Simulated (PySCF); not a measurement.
Q: Write Cartesian coordinates for `[SiH3]C1[CH+][CH]C([SiH3])=CC=1` [radical] as optimised with GFN2-xTB. (Charge +1 and doublet state.)

A: 
```
atom  x, y, z in Å
Si1    3.301    0.347   -0.332
C2     1.356    0.147   -0.153
C3     0.535    0.433   -1.215
C4    -0.848    0.282   -1.073
C5    -1.360   -0.139    0.127
Si6   -3.299   -0.352    0.348
C7    -0.538   -0.425    1.190
C8     0.842   -0.275    1.049
H9     3.532    0.468   -1.767
H10    3.825   -0.878    0.265
H11    3.566    1.565    0.433
H12    0.915    0.770   -2.167
H13   -1.473    0.509   -1.922
H14   -3.568    0.286    1.634
H15   -3.463   -1.805    0.337
H16   -3.881    0.334   -0.801
H17   -0.922   -0.761    2.140
H18    1.471   -0.501    1.896
```

Any rigid rotation of these coordinates is as good. Atoms count from 1 in this order. Si1 (silicon bonded to C and 3 H) is distorted tetrahedral (angles from 102.5° to 114.8°). The 6 C–C bonds span 1.372 Å (C4=C5, drawn double in one of several resonance forms) to 1.398 Å (C3–C4, drawn single), a spread of 0.026 Å. The 6-membered ring C2–C3–C4–C5–C7–C8 has internal angles of 119.4° to 121.1°; it is planar, 0.00 Å rms from its mean plane, widest ring torsion 0°. C2 (carbon bonded to 2 C and Si) is planar (angles 121.1°, 120.1° and 118.8°, sum 360.0°, 0.00 Å off the plane of its three neighbours).

Bonds between heavy atoms (Å): Si1–C2 1.963, C2=C3 1.372, C3–C4 1.398, C4=C5 1.372, C5–Si6 1.963, C5–C7 1.374, C7–C8 1.395, C2–C8 1.374.

The geometry is computed with GFN2-xTB (gas phase). This method treats the open shell by occupation alone, without spin polarisation.

Point group: C2 (tolerance 0.08 Å). No GFN2-xTB frequencies stand behind this structure, so it isn't proved a minimum.
